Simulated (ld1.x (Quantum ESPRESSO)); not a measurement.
**PBE TM dataset for Cu, scalar-relativistic all-electron reference.**

- Element: Cu (Z = 29)
- Generator: ld1.x (Quantum ESPRESSO) 7.5
- Type: norm-conserving Troullier–Martins (Kleinman–Bylander form)
- Functional: PBE
- Relativity: scalar-relativistic
- Frozen core: [Ar]
- Valence charge: 11
- Reference configuration: 3d10 4s0 4p0 (charge +1)
- Partial waves: 4s (bound, empty): rc 1.86 bohr; 4p (bound, empty): rc 1.68 bohr; 3d (bound): rc 0.66 bohr; 4f channel at 0.1 Ry: rc 1.82 bohr
- Local potential: all-electron potential smoothed inside 0.94 bohr (lloc = -1)
- Core correction: Bessel-smoothed model core, default radius (core density twice the valence density)

All-electron outer shells of the reference configuration (PBE, scalar-relativistic, ld1.x):

| shell | level (eV) | outermost node (bohr) | outermost maximum (bohr) |
| --- | --- | --- | --- |
| 3p | -80.79 | 0.26 | 0.62 |
| 3d | -13.66 | – | 0.60 |
| 4s | -11.89 | 0.89 | 2.13 |
| 4p | -6.55 | 0.97 | 2.81 |

Results:

```
Cutoffs needed           : over 300 Ry and over 300 Ry (the cutoffs (Ry, on a coarse ladder) from which the occupation-weighted sum of valence levels, in a spherical-Bessel basis at the reference potential, stays within 10 and 1 mRy of its value at 400 Ry)
Ghost test               : ghost states, extra bound levels that the all-electron valence spectrum of the same l lacks: s at -172.0 eV, p at -12.2 eV; a true bound ghost makes a file unfit for plane-wave use (spherical-Bessel basis up to 400 Ry, 20 bohr box)
Largest excitation error : -553 meV (all-electron minus pseudo) for 3d8 4s0 4p0, out of 7 test configurations
```

Generation and tests took about 1.8 s on one core of a shared server CPU.
